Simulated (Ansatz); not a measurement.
The cluster Nb₂O₂, relaxed as a triplet with UKS PBE0-D4/def2-TZVP in Ansatz, starting from the PBE0-D4/def2-TZVP geometry of the neutral singlet. Force threshold 0.02 eV/Å.

In the def2 sets Nb takes a core potential; there is no spin–orbit coupling. The charge 0 triplet is spin-contaminated (final ⟨S²⟩ up to 2.58, 2.00 for a pure state). The relaxation made no stability test and no search for a lower SCF solution. At PBE0-D4/def2-TZVP a quintet of charge 0 lies 0.27 eV below the triplet, each at its own geometry. The structure comes from a short search, and lower isomers may exist.

Start:

```xyz
4

Nb    1.216   -0.231    0.781
Nb   -0.326   -1.142   -0.856
O     0.530    1.262    1.075
O    -1.421    0.111   -0.999
```

(1) Estimate the energy that the relaxation releases and the steps that it takes.

(2) Does the start keep its bonding and symmetry?

(3) Predict the relaxed structure.

## Answers

(1) 0.39 eV, in 11 steps; 29 s on 4 threads of Arm Neoverse V2 on a shared host. The force fell under the threshold at step 10, but the optimiser went on. No frequencies were taken in this run, so the end may be a saddle point.

(2) By distances, no bond broke or formed. The bond that changes most is Nb1–Nb2, from 2.43 to 2.79 Å (atoms count from 1). Point group C2v at the start, C2v at the end, both within 0.05 Å; within 0.015 Å the end is Cs.

(3) 
```csv
atom,x (Å),y (Å),z (Å)
Nb1,1.3309,-0.1661,0.9011
Nb2,-0.4384,-1.2236,-0.9843
O3,0.5803,1.3041,1.1344
O4,-1.4727,0.0855,-1.0512
```
Bond lengths (bridged metal pairs left out): 2 × Nb–O 1.67 Å; 1 × Nb–Nb 2.79 Å.
